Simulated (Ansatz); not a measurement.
Relaxation of H6OW (8 atoms, charge 0, multiplicity 1), to a largest force component of 0.02 eV/Å in at most 40 steps.

Theory: RKS PBE-D4/def2-SVP in Ansatz 0.2.0.

```xyz
8
Properties=species:S:1:pos:R:3:forces:R:3
W 0.000 0.000 0.000 -7.73 0.59 -0.52
H 0.000 0.000 1.720 1.33 -0.19 1.90
H 1.720 0.000 0.000 0.63 -0.09 0.84
H 0.000 1.720 0.000 1.55 1.73 -1.05
O -1.940 0.000 0.000 1.55 -0.32 2.49
H -2.277 -0.126 0.944 -0.54 0.14 -0.96
H 0.000 -1.720 0.000 1.50 -1.71 -1.02
H 0.000 0.000 -1.720 1.72 -0.15 -1.68
```

Q: Where does it end, and by what steps?

A: The run converged. After 14 steps the energy has fallen by 6.148 eV; H7 moved furthest, 1.00 Å.

```
step  energy less start (eV)  largest force component (eV/Å)  accepted
   0                  0.0000                           7.735       yes
   1                 -2.0291                           1.827       yes
   2                 -3.3483                           2.595       yes
   3                 -4.4424                           1.532       yes
   4                 -5.0989                           1.078       yes
   5                 -5.4875                           0.820       yes
   6                 -5.7364                           1.442       yes
   7                 -5.9740                           1.151       yes
   8                 -6.1225                           0.366       yes
   9                 -6.1414                           0.236       yes
  10                 -6.1410                           0.131        no
  11                 -6.1459                           0.040       yes
  12                 -6.1465                           0.129       yes
  13                 -6.1466                           0.075       yes
  14                 -6.1476                           0.014       yes
```

```xyz
8
Properties=species:S:1:pos:R:3
W -0.244 0.177 -0.222
H -0.057 -0.717 1.172
H 1.152 0.402 0.713
H 0.443 1.748 -0.244
O -2.035 0.240 0.343
H -2.443 -0.154 1.136
H 0.794 -1.163 -0.242
H -0.107 -0.660 -1.713
```

Run time: 39 s on 1 thread of Intel(R) Xeon(R) 6975P-C (Granite Rapids), with other jobs on the host, peak memory 0.16 GiB.
